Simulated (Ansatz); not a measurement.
Calculated with Ansatz (gas phase, PBE0-D4/def2-TZVP geometries, no zero-point term in ΔE). CCSD(T)/CBS is the MP2 limit (def2-TZVPP, def2-QZVPP) plus CCSD(T) − MP2 in def2-TZVPP, frozen cores. Each species was taken in one conformer, which may not be the lowest.

Reaction (redistribution): `O[SiH]([SiH3])S` + `OBN[SiH3]` → `O[SiH]([SiH3])N[SiH3]` + `OBS`

```tsv
level	ΔE (kcal/mol)
SCS-MP2/def2-TZVPP	9.2
HF/CBS(def2)	11.3
```

Question: What does CCSD(T)/CBS give? (Estimate.)

Answer: Computed: +9.5 kcal/mol. The listed levels differ from it by -0.3, 1.8 kcal/mol.

Largest T1 diagnostic among the species: 0.013.

In def2-TZVPP, CCSD(T) changes the Hartree–Fock value by −2.5 kcal/mol (the triples alone add −0.4 kcal/mol) and MP2 by −2.2 kcal/mol. The D4 term adds −1.1 kcal/mol with B3LYP and −0.7 kcal/mol with PBE0; it sums over pairs of atoms, weighted by their polarisabilities, and B3LYP, whose exchange is more repulsive, gets the larger term.

B3LYP here is the variant with VWN-RPA as its local correlation; programs differ in this.
